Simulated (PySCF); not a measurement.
## Exercise with solution: chemical shift, span and skew from a shielding tensor

Al(F)(Me)(NH2) (CH₅AlFN), SMILES [CH3][Al]([NH2])[F]. Atoms are numbered in the order given.

```xyz
9

Al     0.0350    -0.0314     0.0000
F      1.6533    -0.4580     0.0000
C     -0.4724     1.8443     0.0000
H     -0.0655     2.3617     0.8853
H     -1.5656     1.9845     0.0000
H     -0.0655     2.3617    -0.8853
N     -1.1162    -1.3729     0.0000
H     -2.1269    -1.2760     0.0000
H     -0.8623    -2.3564     0.0000
```

Geometry: B3LYP-D3(BJ)/def2-SVP. Other conformers were not sampled.

GIAO shieldings from PySCF with PBE0/pcSseg-1, non-relativistic, no solvent. The symmetric part of the tensor of N7 has the principal values 216.6, 225.9, 279.6 ppm. The same nucleus in NH3 has σ = 267.4 ppm at this level (PySCF, at its B3LYP-D3(BJ)/def2-TZVP geometry).

Question: Work out the isotropic shielding, the ¹⁵N shift against NH3, the span and the skew.

Answer: 
σ(iso) = (σ11 + σ22 + σ33)/3 = 240.7 ppm. δ = σ(ref) − σ(iso) = 267.4 − (240.7) = 26.7 ppm.
Span Ω = σ33 − σ11 = 63.0 ppm. Skew κ = 3(σ(iso) − σ22)/Ω = 0.70. Tumbling in solution averages the tensor to δ; in a static solid the shielding alone would spread this spin-1/2 line over Ω.
